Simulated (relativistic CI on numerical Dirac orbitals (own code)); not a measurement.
Sensitivity of the levels of Au LIV to α and to the nuclear radius

These numbers are calculated, not measured: Dirac-Coulomb-Breit CI, KLI orbitals optimised for each configuration, derivatives by finite differences, unscaled Slater integrals, QED left out (own radial code, finite nucleus).

Configuration list (outside the closed core [Ne]): 3s2.3p6.3d8, 3s2.3p5.3d9, 3s2.3p4.3d10, 3s.3p6.3d9, 3p6.3d10, 3s.3p5.3d10, 3s2.3p6.3d7.4s, 3s2.3p6.3d7.4p. Levels of other configurations are missing.

With x = (α/α₀)² − 1 an excitation energy changes as ω = ω₀ + qx; K = 2q/ω₀ is the relative enhancement. Terms are leading LS components, so labels can repeat. The field-shift factor is F = δν/δ⟨r²⟩ for the transition from the lowest level.

Lowest level 3s2.3p6.3d8 3F_4.

| Level | ω₀ (cm⁻¹) | q (cm⁻¹) | K | F (GHz/fm²) |
| --- | --- | --- | --- | --- |
| 3s2.3p6.3d8 1D_2 | 79742 | 4561 | 0.114 | 0.0311 |
| 3s2.3p6.3d8 1S_0 | 256260 | 25850 | 0.202 | 2.08 |
| 3s2.3p6.3d8 3F_3 | 724470 | 759800 | 2.1 | 25.3 |
| 3s2.3p6.3d8 3P_2 | 808869 | 764700 | 1.89 | 25.7 |
| 3s2.3p6.3d8 1G_4 | 854902 | 748800 | 1.75 | 26.1 |
| 3s2.3p6.3d8 3P_1 | 856590 | 772300 | 1.8 | 26.3 |
| 3s2.3p6.3d8 3F_2 | 1511529 | 1.521e+06 | 2.01 | 50.5 |
| 3s2.3p6.3d8 3P_0 | 1727450 | 1.527e+06 | 1.77 | 51.9 |
| 3s2.3p5.3d9 3F°_4 | 3934183 | 929400 | 0.472 | 63.9 |
| 3s2.3p5.3d9 1D°_2 | 4023618 | 943000 | 0.469 | 63.3 |
| 3s2.3p5.3d9 3D°_3 | 4166435 | 957700 | 0.46 | 66.1 |
| 3s2.3p5.3d9 1P°_1 | 4262191 | 960700 | 0.451 | 55 |
| 3s2.3p5.3d9 3D°_2 | 4798361 | 1.693e+06 | 0.706 | 89.6 |

At this charge energies of transitions that change n are usually good to better than 1 %, and those within a shell (Δn = 0) to a few per cent.
